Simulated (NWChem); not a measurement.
Molecule: CH₇Si₂, doublet; SMILES [SiH3][CH][SiH3]

Computed with NWChem. Pople sets run with spherical d functions. Spin-unrestricted. In the optimisation the excess spin sits in b (C2, its own frame). Structure relaxed at the B3LYP/6-31G* (spherical d), spin-unrestricted level. No stability test was run on the SCF state. Solvent water, SMD (1 M gas to 1 M solution), gas-phase geometry. Reactions with the solvent are ignored.

Question: Taking B3LYP/6-311++G** as the yardstick, which of these has the fewest basis functions while keeping “dipole in solution (D)” within 0.1 D of it: B3LYP/6-31G*; B3LYP/3-21G; B3LYP/6-31+G*; B3LYP/STO-3G; B3LYP/6-311G**?

Answer: B3LYP/3-21G (a larger set in the list lies outside the tolerance).
```tsv
level	basis functions	dipole in solution (D)	relative time (rough)
B3LYP/STO-3G	30	0.28	1
B3LYP/3-21G	49	0.77	1
B3LYP/6-31G*	64	0.87	3
B3LYP/6-31+G*	76	0.81	4
B3LYP/6-311G**	112	0.80	6
B3LYP/6-311++G**	131	0.75	10
```

The yardstick is one finite set, not the basis-set limit.
